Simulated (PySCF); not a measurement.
# Correlation energy of N⁺ (nitrogen, charge +1)

[He] 2s2 2p2, high-spin 3P determinant. Calculation: PySCF 2.14, in Sapporo-DZP-2012 (4s3p1d, 18 functions); scalar relativity by spin-free X2C-1e. Frozen: 1s2; 4 electrons correlated.

MP2 pair energies summed by pair of shells (mhartree):

| pair | energy | share (%) |
| --- | --- | --- |
| 2s-2p | -34.98 | 59.7 |
| 2s-2s | -17.90 | 30.5 |
| 2p-2p | -5.74 | 9.8 |

Total MP2 correlation energy: -58.62 mhartree.

Same-spin part -9.98 and opposite-spin part -48.64 mhartree; SCS-MP2 scales them by 1/3 and 6/5 to -61.70 mhartree.

```csv
level,correlation energy (mhartree)
CCSD,-81.76
(T),-0.87
CCSD(T),-82.63
```

Diagnostics: T1 = 0.0064, D1 = 0.0122, largest double amplitude 0.123.

Question: Is a single reference adequate?

Answer: Mostly. T1 lies below 0.03, but a double amplitude of this size points to a near-degeneracy that CCSD handles and MP2 describes poorly.
